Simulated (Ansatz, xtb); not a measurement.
## Two isomers of CH8B2N2

We compare X, `BNB(C)N`, a singlet, with Y, `BN(C)BN`, a singlet. Both are isolated molecules in the gas phase, relaxed with B3LYP-D3(BJ)/def2-SVP, each in the lowest conformer that the search found.

X (Å):

```xyz
13

C    -1.2691   -0.5518   -0.0251
B     0.2946    0.3807    2.5807
B    -0.3988    0.7602    0.1173
N     0.2782    1.0891    1.3693
N    -0.2577    1.6464   -0.9687
H     0.9214    0.8212    3.5167
H    -0.3121   -0.6570    2.6820
H     0.8139    1.9549    1.3623
H    -0.6651   -1.4508    0.1813
H    -1.7105   -0.6633   -1.0283
H    -2.0914   -0.5607    0.7094
H     0.2841    2.5025   -0.9428
H    -0.6994    1.4790   -1.8633
```

Y (Å):

```xyz
13

C     0.6072   -0.2221   -0.0181
B    -0.3680    2.0084    0.5255
B     1.2493    0.9479    2.1018
N     0.4791    0.9355    0.8658
N     2.0974   -0.1115    2.4531
H    -0.9935    1.9662   -0.5093
H    -0.4594    2.9535    1.2674
H     1.6493   -0.3537   -0.3584
H    -0.0269   -0.0988   -0.9057
H     0.3024   -1.1524    0.4927
H     1.1570    1.8915    2.8435
H     2.6306   -0.0989    3.3126
H     2.2439   -0.9467    1.8993
```

Quicker runs give these differences E(Y) − E(X): GFN2-xTB −1.7 kcal/mol; HF/STO-3G +12.5 kcal/mol (at GFN2-xTB geometries); r2SCAN-D4/def2-SVP +18.0 kcal/mol (at GFN2-xTB geometries).

Q: Estimate E(Y) − E(X) at the level CCSD(T)/def2-SVP + ΔMP2/def2-TZVPP.

A: Calculated at CCSD(T)/def2-SVP + ΔMP2/def2-TZVPP: E(Y) − E(X) = +16.5 kcal/mol, so structure X lies lower.

How the difference moves with the method:

| level | geometry | E(Y) − E(X) (kcal/mol) | departure from the last row (kcal/mol) | job, with rough time for the two |
| --- | --- | --- | --- | --- |
| GFN2-xTB | GFN2-xTB | −1.7 | −18.2 | optimisation, 0.41 s |
| HF/STO-3G | GFN2-xTB | +12.5 | −4.0 | single point, 0.63 s |
| r2SCAN-D4/def2-SVP | GFN2-xTB | +18.0 | +1.6 | single point, 5 s |
| B3LYP-D3(BJ)/def2-SVP | B3LYP-D3(BJ)/def2-SVP | +16.5 | 0.0 | optimisation, 50 s |
| HF/def2-SVP | B3LYP-D3(BJ)/def2-SVP | +17.4 | +0.9 | part of the CCSD(T) run |
| MP2/def2-SVP | B3LYP-D3(BJ)/def2-SVP | +16.6 | +0.1 | part of the CCSD(T) run |
| CCSD(T)/def2-SVP | B3LYP-D3(BJ)/def2-SVP | +15.9 | −0.6 | single point |
| CCSD(T)/def2-SVP + ΔMP2/def2-TZVPP | B3LYP-D3(BJ)/def2-SVP | +16.5 |  | single point, 53 s |

As drawn, Y has 1 C–N, 1 B–H in place of 1 C–B, 1 N–H.

GFN2-xTB puts the two in the other order. The largest departure from CCSD(T)/def2-SVP + ΔMP2/def2-TZVPP is that of GFN2-xTB, 18.2 kcal/mol. The last row adds to CCSD(T) the change of the MP2 difference between the two basis sets, here +0.6 kcal/mol.

With harmonic frequencies from B3LYP-D3(BJ)/def2-SVP (ideal gas, rigid rotor, one conformer each, 298.15 K, 1 atm): on the last row, ΔE + ΔZPE = +16.4, ΔH = +16.2, ΔG = +16.8 kcal/mol.

The correlated steps freeze 5 core orbitals. Codes used: Ansatz 0.2.0, xtb 6.7.1; the last row on 2 threads of Intel(R) Xeon(R) Processor @ 2.70GHz on a shared host.
